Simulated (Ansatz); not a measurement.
CH$_{6}$FGaN$_{2}$, SMILES `C[NH][Ga]([NH2])[F]`. Charge 0, multiplicity 1. Correlated methods include outer-core shells of Ga, which these sets cover unevenly. Scalar relativity is left out up to krypton.

```tsv
atom	x (Å)	y (Å)	z (Å)
C1	-0.137	-0.802	1.553
N2	0.594	-0.882	0.311
Ga3	0.419	0.174	-1.135
N4	-0.759	1.521	-1.399
F5	1.459	-0.223	-2.496
H6	0.511	-0.582	2.410
H7	-0.683	-1.727	1.774
H8	-0.881	-0.003	1.503
H9	1.282	-1.616	0.283
H10	-1.188	2.000	-0.625
H11	-0.619	2.141	-2.179
```

**Question.** Give the diagnostics of a CCSD(T)/def2-TZVPP run (frozen core, Ansatz). (Best estimate.)

**Answer.** The calculation gave: T1 = 0.0126, largest single amplitude 0.025, largest double 0.020, (T) share of the correlation energy 3.6 %, 9 CCSD cycles. The RHF solution is stable towards an unrestricted one. T1 lies under the customary mark of 0.02 for closed shells.
